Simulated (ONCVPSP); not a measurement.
bismuth, ONCV: configuration errors across variants

Bi (Z = 83), optimised norm-conserving Vanderbilt (ONCV), made with ONCVPSP 4.0.1 (PBE, scalar-relativistic). Core [Xe], reference 4f14 5d10 6s1.75 6p3.25. Waves: 6s: rc 1.70 bohr, ncon 4, nbas 8, qcut 3.2 1/bohr, 1 projector; 6p: rc 1.95 bohr, ncon 5, nbas 8, qcut 3.6 1/bohr, 2 projectors, debl 1.8 Ha; 5d: rc 1.30 bohr, ncon 4, nbas 9, qcut 7.2 1/bohr, 1 projector; 4f: rc 0.55 bohr, ncon 4, nbas 9, qcut 36.3 1/bohr, 2 projectors, debl 2.1 Ha. Local part: polynomial inside 0.40 bohr (lpopt 5, dvloc0 2 Ha). Core correction: Teter function, fcfact 2.5, rcfact 1.05.

In the f channel the program set the typed energies aside and used -5.624, 0.250 Ha.

All-electron excitation energies from the reference (eV): (1) 4f14 5d10 6s2 6p3 -2.487; (2) 4f14 5d10 6s2 6p2 5.426; (3) 4f14 5d10 6s2 6p1 20.673; (4) 4f14 5d10 6s1 6p0 89.422.

1 further variants failed, have other tests or too few solved ones, and are left out.

A true bound ghost makes a file unfit for plane-wave use even where its test errors are small: the radial tests pick states by their node count and pass the ghost by.

Errors AE − PS in meV (a dash: test not solved or not reliable):

```tsv
change	(1)	(2)	(3)	(4)	bound ghosts	GHOST(+) flags above zero
base	+0.5	-3.1	-10	-7.2	s, p, d	p
f: ncon 5, nbas 10	+0.5	-3.1	-10	-7.2	s, p, d	p
core correction Teter function, fcfact 2.5, rcfact 1.88	-0.1	-6.5	-35	-340	s, p, d	p
p: rc 1.8	+0.6	-2.5	-7.7	+0.8	s, p, d	p
```

**Question.** Give the same row for: p: nproj 3.

**Answer.** +0.5, -3.0, -10, -6.8; bound ghosts: s, p, d; GHOST(+) flags above zero: p.
